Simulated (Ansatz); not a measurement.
Basis-set extrapolation for `COB(F)Cl` (PBE0-D4/def2-TZVP geometry, frozen core, the Gaussian-basis code of Ansatz). Multiplicity 1, RHF reference.

```csv
,def2-TZVPP,def2-QZVPP
HF,-698.371210,-698.394990
MP2 correlation,-0.937088,-1.017414
CCSD(T) correlation,-1.003959,not run
```

Energies in hartree. Use E(X) = E(∞) + A·exp(−7.88·√X) for Hartree–Fock and E(X) = E(∞) + B·X^(−2.97) for correlation, with X = 3 and 4, and add CCSD(T) minus MP2 of the smaller set to the MP2 limit.

Task: What is the CCSD(T) energy at the basis-set limit?

Result: HF limit: -698.394990 + (-0.023780) × 0.13774 = -698.39827. MP2 limit: -1.017414 + (-0.080326) × 0.74074 = -1.07691. Higher-order term: -1.003959 − (-0.937088) = -0.06687. Total: -699.54205 hartree, 4.54 eV below CCSD(T)/def2-TZVPP.
